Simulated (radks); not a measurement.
Results of a calculation; reference values are marked as such.
Coulomb parameter of the 4f shell of the neodymium ion Nd3+ in the model configuration [Xe] 4f1.5 6s1.5, as a second difference U = [E(n + 0.5) + E(n - 0.5) - 2 E(n)] / (0.5)^2 with all orbitals relaxed. "Bare": the charge of the atom changes with n. "Screened": the 6s shell takes up the change at fixed total charge, which measures U(4f,4f) + U(6s,6s) - 2 U(4f,6s). Code: a radial shooting solver on a logarithmic mesh with Libxc functionals. Model: Dirac Kohn-Sham, PBE, spin-unpolarised, spherical densities, finite nucleus; open shells are shared between the two j in proportion to 2j + 1; Fermi nuclear charge, rms radius 4.9123 fm.

\begin{tabular}{lrr}
case & configuration & E - E(n) (eV) \\ \hline
start & [Xe] 4f1.5 6s1.5 & 0.000 \\
bare +0.5 & [Xe] 4f2 6s1.5 & -20.549 \\
bare -0.5 & [Xe] 4f1 6s1.5 & 25.524 \\
screened +0.5 & [Xe] 4f2 6s1 & -9.550 \\
screened -0.5 & [Xe] 4f1 6s2 & 11.760 \\
\end{tabular}

U(bare) = 19.902 eV, U(screened by 6s) = 8.841 eV.
